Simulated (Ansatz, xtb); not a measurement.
# Two isomers of C4H10AlF

Structure a is `C[CH2][Al]([F])[CH2]C`, a singlet and structure b is `CC(C)[CH2][AlH][F]`, a singlet. Both are isolated molecules in the gas phase, relaxed with PBE0-D4/def2-SVP; the shapes shown needn't be the lowest conformers.

a (Å):

```xyz
16

C     2.3977    0.4394    0.5009
C     0.9368    0.6231    0.0923
C    -1.3110    0.4427   -2.5534
C    -2.4459    0.7296   -1.5696
Al    0.4873    0.3477   -1.7904
F     1.7413    0.0090   -2.8490
H     2.5569    0.6239    1.5763
H     3.0645    1.1225   -0.0484
H     2.7551   -0.5810    0.2908
H     0.2792   -0.0431    0.6836
H     0.5852    1.6397    0.3565
H    -1.2898    1.2058   -3.3543
H    -1.4938   -0.5064   -3.0916
H    -3.4293    0.7734   -2.0663
H    -2.3082    1.6918   -1.0496
H    -2.5184   -0.0429   -0.7867
```

b (Å):

```yaml
atoms:
  - { symbol: C, position_ang: [1.0361, -0.3488, -1.5811] }
  - { symbol: C, position_ang: [0.4029, 0.9468, -1.0811] }
  - { symbol: C, position_ang: [0.4413, 2.0272, -2.1579] }
  - { symbol: C, position_ang: [-1.0263, 0.7043, -0.5765] }
  - { symbol: Al, position_ang: [-1.2288, -0.6311, 0.8305] }
  - { symbol: F, position_ang: [0.1194, -1.0496, 1.7295] }
  - { symbol: H, position_ang: [0.4463, -0.7824, -2.4069] }
  - { symbol: H, position_ang: [2.0579, -0.1835, -1.9567] }
  - { symbol: H, position_ang: [1.1057, -1.0980, -0.7744] }
  - { symbol: H, position_ang: [1.0098, 1.3010, -0.2276] }
  - { symbol: H, position_ang: [0.0113, 2.9729, -1.7929] }
  - { symbol: H, position_ang: [1.4716, 2.2316, -2.4908] }
  - { symbol: H, position_ang: [-0.1409, 1.7174, -3.0423] }
  - { symbol: H, position_ang: [-1.6800, 0.4099, -1.4220] }
  - { symbol: H, position_ang: [-1.4691, 1.6495, -0.2053] }
  - { symbol: H, position_ang: [-2.5737, -1.3600, 1.2423] }
```

Problem. Which of the two would you expect CCSD(T)/def2-SVP + ΔMP2/def2-TZVPP electronic energies to favour?

Solution. Structure a; the calculation gives E(b) − E(a) = +0.161 eV.

Level by level:

```tsv
level	geometry	E(b) − E(a) (eV)	departure from the last row (eV)	job, with rough time for the two
GFN2-xTB	GFN2-xTB	−0.875	−1.037	optimisation, 0.3 s
HF/STO-3G	GFN2-xTB	+0.468	+0.307	single point, 0.48 s
r2SCAN-D4/def2-SVP	GFN2-xTB	+0.212	+0.050	single point, 6.3 s
PBE0-D4/def2-SVP	PBE0-D4/def2-SVP	+0.189	+0.028	optimisation, 2 min
HF/def2-SVP	PBE0-D4/def2-SVP	+0.191	+0.029	part of the CCSD(T) run
MP2/def2-SVP	PBE0-D4/def2-SVP	+0.085	−0.076	part of the CCSD(T) run
CCSD(T)/def2-SVP	PBE0-D4/def2-SVP	+0.084	−0.078	single point
CCSD(T)/def2-SVP + ΔMP2/def2-TZVPP	PBE0-D4/def2-SVP	+0.161		single point, 1.7 min
```

As drawn, b has 1 C–C, 1 Al–H in place of 1 C–Al, 1 C–H.

GFN2-xTB puts the two in the other order. The largest departure from CCSD(T)/def2-SVP + ΔMP2/def2-TZVPP is that of GFN2-xTB, 1.037 eV. The last row adds to CCSD(T) the change of the MP2 difference between the two basis sets, here +0.078 eV.

With thermal terms from frequencies at re-optimised GFN2-xTB minima (ideal gas, soft modes damped towards free rotors, one conformer each, 298.15 K, 1 atm): the zero-point term adds −0.029 eV; ΔH is +0.104 and ΔG +0.184 eV.

The correlated steps freeze 10 core orbitals. Programs: Ansatz 0.2.0, xtb 6.7.1; the last row on 2 threads of Arm Neoverse V2 on a shared host.
